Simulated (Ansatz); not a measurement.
`B[SiH](O)F` + `C=N` → `C=N[SiH](O)F` + BH₃ at 500 K and 1 bar (cleavage of the Si–B bond).

Isolated molecules relaxed with PBE0-D4/def2-TZVP in Ansatz; ΔE leaves out vibrations. CBS: MP2 limit from def2 TZ/QZ plus the TZ coupled-cluster correction, frozen cores. This one scheme is used for every species. Each species was taken in one conformer, which may not be the lowest.

```tsv
species	CCSD(T)/CBS energy (Eh)	H − E (kJ/mol)	S (J/(mol·K))
`B[SiH](O)F`	-491.32150	161.5	375.2
`C=N`	-94.52360	124.2	249.5
`C=N[SiH](O)F`	-559.32434	192.9	400.3
BH₃	-26.55200	86.8	208.8
```

H − E and S are ideal-gas, rigid-rotor, harmonic terms from PBE0-D4/def2-TZVP, for one conformer and one mirror image of each species. 1 Eh = 2625.50 kJ/mol, R = 8.31446 J/(mol·K).

**Question.** By hand: ΔE, ΔH, ΔS and ΔG.

**Answer.** ΔE = (-559.32434) + (-26.55200) − (-491.32150) − (-94.52360) = -0.03124 Eh = -82.0 kJ/mol. Δ(H − E) = 192.9 + 86.8 − 161.5 − 124.2 = -6.0, so ΔH = -88.0 kJ/mol. ΔS = 400.3 + 208.8 − 375.2 − 249.5 = -15.6 J/(mol·K). ΔG = -88.0 − 500 × (-15.6)/1000 = -80.2 kJ/mol.

**Question.** By hand: the equilibrium constant, and the temperature at which ΔG would vanish if ΔH and ΔS stayed fixed.

**Answer.** log₁₀ K = −ΔG/(RT ln 10) = 8.4. ΔG = 0 at ΔH/ΔS = 5641 K, far beyond where these terms or the molecules hold.

ΔH outweighs TΔS. A doubt of 5 kJ/mol in ΔE shifts log₁₀ K by 0.5 here. Other conformers and mirror images would add mixing entropy, several J/(mol·K) or more a flexible species. Modes under 60 cm⁻¹, often nearly free rotors, make the harmonic entropy too high. These are equilibria of isolated gas molecules and say nothing of rates. Largest T1 diagnostic: 0.013 (customary marks: 0.02 for closed shells, 0.045 for open ones).
